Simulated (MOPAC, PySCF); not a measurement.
H7FSSi3, SMILES `[SiH2]([Si@H]([SiH3])F)S` (Si–Si–Si–S torsion -44°, Si–Si–S–H torsion -173°), neutral singlet in the gas phase. 

Z-matrix (Å, degrees):
```
Si
F 1 1.6328
H 1 1.4991 2 107.32
Si 1 2.3525 3 110.03 2 -119.72
H 4 1.4951 1 110.45 3 -177.68
H 4 1.4963 5 109.31 1 122.26
H 4 1.4966 5 109.15 6 119.37
Si 1 2.3556 3 109.76 2 117.99
H 8 1.4974 1 112.67 3 -42.14
H 8 1.4977 9 108.16 1 122.43
S 8 2.1603 9 110.80 10 122.68
H 11 1.3551 8 94.98 9 -52.00
```
Charge 0, multiplicity 1.

All levels are single points at this geometry (PBE-D3(BJ)/def2-TZVP); Pople sets use spherical d functions. Orbital energies aren't observables, and empty levels follow the basis.

| level | HOMO (eV) | LUMO (eV) | gap (eV) | dipole (D) | vertical IE, Delta-SCF (eV) |
|---|---|---|---|---|---|
| PBE-D3(BJ)/def2-TZVP in PySCF | -6.41 | -2.15 | 4.26 | 1.08 | – |
| B3LYP/6-31G* in PySCF | -7.26 | -1.18 | 6.09 | 1.03 | 9.39 |
| B3LYP/LANL2DZ in PySCF | -7.40 | -1.15 | 6.25 | 1.53 | – |
| BP86/6-31G* in PySCF | -6.38 | -1.89 | 4.49 | 0.99 | – |
| SVWN5/6-31G* in PySCF | -6.34 | -2.05 | 4.29 | 1.07 | 9.13 |
| PM6 in MOPAC | -8.34 | -1.33 | 7.01 | 1.09 | – |
